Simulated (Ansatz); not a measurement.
# Nudged elastic band run: Cl2FH3O2Ti

input.yaml

```yaml
crystal:
  periodic: [false, false, false]
  atoms:
    - { symbol: Ti, position_ang: [-0.04118, 0.030813, 0.190439] }
    - { symbol: O, position_ang: [-0.116857, 0.226924, 2.02481] }
    - { symbol: H, position_ang: [-0.593606, -0.374829, 2.623961] }
    - { symbol: Cl, position_ang: [1.888943, -0.568716, -0.706062] }
    - { symbol: Cl, position_ang: [-1.14416, 1.507992, -1.029914] }
    - { symbol: O, position_ang: [-1.003098, -1.434258, -0.000241] }
    - { symbol: H, position_ang: [-1.202961, -2.038003, -0.737608] }
    - { symbol: F, position_ang: [1.189995, 1.947168, 1.048852] }
    - { symbol: H, position_ang: [0.818022, 1.545209, 1.845265] }
basis:
  gaussian: { orbitals: def2-SVP }
hamiltonian:
  xc: pbe
  dispersion: d4
neb:
  order_check: false
  images: 5
  f_tol: 0.05
  max_iterations: 60
  final_atoms:
    - { symbol: Ti, position_ang: [0.54584735, 0.16306956, -0.5215969] }
    - { symbol: O, position_ang: [-0.81816757, -0.083588, 2.3950819] }
    - { symbol: H, position_ang: [-1.43939976, 0.57104146, 2.01609981] }
    - { symbol: Cl, position_ang: [1.72607519, -0.26882539, -2.32509359] }
    - { symbol: Cl, position_ang: [-1.18775248, 1.50331592, -0.874726] }
    - { symbol: O, position_ang: [-0.08172271, -1.30384581, 0.18724902] }
    - { symbol: H, position_ang: [-0.44404225, -1.09946784, 1.11698571] }
    - { symbol: F, position_ang: [1.48488655, 0.93056474, 0.76297996] }
    - { symbol: H, position_ang: [0.00937368, 0.43003537, 2.50252208] }
  initial_path:
    images:
      - { positions_ang: [[-0.04118, 0.030813, 0.190439], [-0.116857, 0.226924, 2.02481], [-0.593606, -0.374829, 2.623961], [1.888943, -0.568716, -0.706062], [-1.14416, 1.507992, -1.029914], [-1.003098, -1.434258, -0.000241], [-1.202961, -2.038003, -0.737608], [1.189995, 1.947168, 1.048852], [0.818022, 1.545209, 1.845265]] }
      - { positions_ang: [[-0.02318222, 0.01304395, 0.12852402], [-0.09128287, 0.17277388, 2.10734315], [-0.71562146, -0.31546543, 2.61543974], [2.01443855, -0.40250185, -0.71433498], [-1.11876958, 1.63477969, -0.98121534], [-0.96535119, -1.49133051, -0.19873341], [-1.25746242, -2.03790163, -0.43076942], [1.1694927, 1.85740512, 0.91183803], [0.78283649, 1.41149678, 1.82141021]] }
      - { positions_ang: [[-0.00518444, -0.00472509, 0.06660904], [-0.06570874, 0.11862376, 2.1898763], [-0.83763692, -0.25610186, 2.60691847], [2.1399341, -0.2362877, -0.72260795], [-1.09337916, 1.76156738, -0.93251669], [-0.92760437, -1.54840301, -0.39722582], [-1.31196383, -2.03780027, -0.12393084], [1.1489904, 1.76764224, 0.77482407], [0.74765098, 1.27778455, 1.79755542]] }
      - { positions_ang: [[0.01281333, -0.02249414, 0.00469406], [-0.04013461, 0.06447364, 2.27240946], [-0.95965238, -0.19673829, 2.59839721], [2.26542966, -0.07007355, -0.73088093], [-1.06798874, 1.88835507, -0.88381803], [-0.88985756, -1.60547552, -0.59571824], [-1.36646525, -2.0376989, 0.18290774], [1.1284881, 1.67787936, 0.6378101], [0.71246546, 1.14407233, 1.77370064]] }
      - { positions_ang: [[0.19049134, 0.03936043, -0.17073626], [-0.29947893, 0.01511976, 2.31330027], [-1.11956818, 0.0591883, 2.40429807], [2.08564483, -0.13632417, -1.26228515], [-1.10790999, 1.76000868, -0.88078735], [-0.62047928, -1.50493229, -0.33472915], [-1.05899092, -1.72495521, 0.49426706], [1.24728758, 1.42877449, 0.67953339], [0.47810154, 0.90606001, 2.01664112]] }
      - { positions_ang: [[0.36816935, 0.10121499, -0.34616658], [-0.55882325, -0.03423412, 2.35419109], [-1.27948397, 0.31511488, 2.21019894], [1.90586001, -0.20257478, -1.79368937], [-1.14783123, 1.6316623, -0.87775668], [-0.35110099, -1.40438905, -0.07374006], [-0.75151658, -1.41221153, 0.80562638], [1.36608707, 1.17966961, 0.72125667], [0.24373761, 0.66804769, 2.2595816]] }
      - { positions_ang: [[0.54584735, 0.16306956, -0.5215969], [-0.81816757, -0.083588, 2.3950819], [-1.43939976, 0.57104146, 2.01609981], [1.72607519, -0.26882539, -2.32509359], [-1.18775248, 1.50331592, -0.874726], [-0.08172271, -1.30384581, 0.18724902], [-0.44404225, -1.09946784, 1.11698571], [1.48488655, 0.93056474, 0.76297996], [0.00937368, 0.43003537, 2.50252208]] }
```

Run as:

```bash
$ ansatz run input.yaml --threads 4 --pin off --max-ram 5120MiB --backend cpu --events-out ev --progress --plain --runs-dir out
```

Output, in part (warnings, iteration lines, the closing report on the highest movable image, with atoms numbered from 0):

```
NEB end point (image 0): max|allowed force component| = 1.520e-2 eV/Å (the criterion of neb.relax_end_points is 1.000e-2)
NEB end point (image 6): max|allowed force component| = 2.031e-2 eV/Å (the criterion of neb.relax_end_points is 1.000e-2)
NEB iter   1: max|band force component| = 4.338e1 eV/Å  barrier→ = 6.1887 eV  barrier← = 6.8717 eV  Δτ_max = 0.2000 Å  (305 SCF iters)
NEB iter   2: max|band force component| = 3.104e0 eV/Å  barrier→ = 1.3606 eV  barrier← = 2.0436 eV  Δτ_max = 0.1953 Å  (195 SCF iters)
NEB iter   3: max|band force component| = 1.577e0 eV/Å  barrier→ = 0.7085 eV  barrier← = 1.3915 eV  Δτ_max = 0.1981 Å  (185 SCF iters)
NEB iter   4: max|band force component| = 2.229e0 eV/Å  barrier→ = 0.1940 eV  barrier← = 0.8770 eV  Δτ_max = 0.1001 Å  (183 SCF iters)
NEB iter   5: max|band force component| = 1.264e0 eV/Å  barrier→ = 0.1781 eV  barrier← = 0.8611 eV  Δτ_max = 0.1969 Å  (162 SCF iters)
NEB iter   6: max|band force component| = 6.622e-1 eV/Å  barrier→ = 0.1803 eV  barrier← = 0.8633 eV  Δτ_max = 0.1992 Å  (186 SCF iters)
NEB iter   7: max|band force component| = 5.558e-1 eV/Å  barrier→ = 0.1710 eV  barrier← = 0.8540 eV  Δτ_max = 0.2000 Å  (169 SCF iters)
NEB iter   8: max|band force component| = 4.334e-1 eV/Å  barrier→ = 0.1677 eV  barrier← = 0.8506 eV  CI = image 2  Δτ_max = 0.2000 Å  (185 SCF iters)
NEB iter   9: max|band force component| = 5.482e-1 eV/Å  barrier→ = 0.1696 eV  barrier← = 0.8525 eV  CI = image 2  Δτ_max = 0.1014 Å  (169 SCF iters)
NEB iter  10: max|band force component| = 3.933e-1 eV/Å  barrier→ = 0.1660 eV  barrier← = 0.8489 eV  CI = image 2  Δτ_max = 0.1003 Å  (166 SCF iters)
NEB iter  11: max|band force component| = 1.700e-1 eV/Å  barrier→ = 0.1603 eV  barrier← = 0.8433 eV  CI = image 2  Δτ_max = 0.1980 Å  (168 SCF iters)
NEB iter  12: max|band force component| = 1.942e-1 eV/Å  barrier→ = 0.1563 eV  barrier← = 0.8393 eV  CI = image 2  Δτ_max = 0.0997 Å  (171 SCF iters)
NEB iter  13: max|band force component| = 1.596e-1 eV/Å  barrier→ = 0.1491 eV  barrier← = 0.8321 eV  CI = image 2  Δτ_max = 0.0985 Å  (164 SCF iters)
NEB iter  14: max|band force component| = 1.272e-1 eV/Å  barrier→ = 0.1443 eV  barrier← = 0.8273 eV  CI = image 2  Δτ_max = 0.0541 Å  (165 SCF iters)
NEB iter  15: max|band force component| = 5.763e-2 eV/Å  barrier→ = 0.1421 eV  barrier← = 0.8251 eV  CI = image 2  Δτ_max = 0.1005 Å  (162 SCF iters)
NEB iter  16: max|band force component| = 3.813e-1 eV/Å  barrier→ = 0.1414 eV  barrier← = 0.8244 eV  CI = image 2  Δτ_max = 0.0506 Å  (164 SCF iters)
NEB iter  17: max|band force component| = 7.222e-2 eV/Å  barrier→ = 0.1413 eV  barrier← = 0.8243 eV  CI = image 2  Δτ_max = 0.0952 Å  (163 SCF iters)
NEB iter  18: max|band force component| = 1.884e-1 eV/Å  barrier→ = 0.1413 eV  barrier← = 0.8242 eV  CI = image 2  Δτ_max = 0.0466 Å  (163 SCF iters)
NEB iter  19: max|band force component| = 3.482e-2 eV/Å  barrier→ = 0.1412 eV  barrier← = 0.8242 eV  CI = image 2  Δτ_max = 0.0000 Å  (287 SCF iters)
Total energy: -54988.64295996 eV, -2020.7953561375 hartree
Atom 0 at     0.069311     0.211168     0.009162 Å, force    -0.000375     0.000877     0.000355 eV/Å
Atom 1 at    -0.072997     0.035017     1.975791 Å, force    -0.003518     0.007266    -0.000979 eV/Å
Atom 2 at    -0.912653    -0.124969     2.441897 Å, force     0.001289    -0.002714     0.000892 eV/Å
Atom 3 at     1.932657    -0.447395    -0.966834 Å, force     0.000470    -0.000006    -0.000866 eV/Å
Atom 4 at    -1.056440     1.736418    -1.104677 Å, force    -0.000570    -0.000104     0.000277 eV/Å
Atom 5 at    -0.956117    -1.213309    -0.216250 Å, force     0.003364    -0.000653     0.001551 eV/Å
Atom 6 at    -0.917015    -2.135478     0.095228 Å, force    -0.001711    -0.000485    -0.001336 eV/Å
Atom 7 at     1.120079     1.683341     1.115803 Å, force     0.002117    -0.000585    -0.002473 eV/Å
Atom 8 at     0.588273     1.097507     1.909381 Å, force    -0.001066    -0.003595     0.002580 eV/Å
Dipole moment:    -0.463408    -0.535492     0.602931 e Å
```

The run converged. A vibrational analysis at the climbing image gives one clearly imaginary mode, 440i cm⁻¹: a first-order saddle point. The orbitals stay closed-shell, which can raise the energy where a bond breaks towards radicals; this wasn't checked here.

Final band (atoms are numbered from 1 in the order of the input):

| image | path coordinate (Å) | energy (kJ/mol) | Ti1–O2 (Å) | F8–H9 (Å) | O2–H9 (Å) |
| --- | --- | --- | --- | --- | --- |
| 0 | 0.00 | 0.0 | 1.85 | 0.97 | 1.63 |
| 1 | 0.75 | 1.8 | 1.86 | 0.98 | 1.57 |
| 2 | 1.49 | 13.6 | 1.98 | 1.12 | 1.25 |
| 3 | 2.72 | -33.2 | 2.28 | 1.84 | 0.99 |
| 4 | 3.94 | -60.1 | 2.42 | 2.03 | 0.98 |
| 5 | 5.17 | -61.7 | 2.64 | 2.95 | 0.98 |
| 6 | 6.39 | -65.9 | 3.23 | 2.34 | 0.98 |

The run took 3 min on 4 threads of Intel(R) Xeon(R) Platinum 8259CL CPU @ 2.50GHz (Skylake/Cascade Lake), with other jobs on the host, peak memory 0.25 GiB.
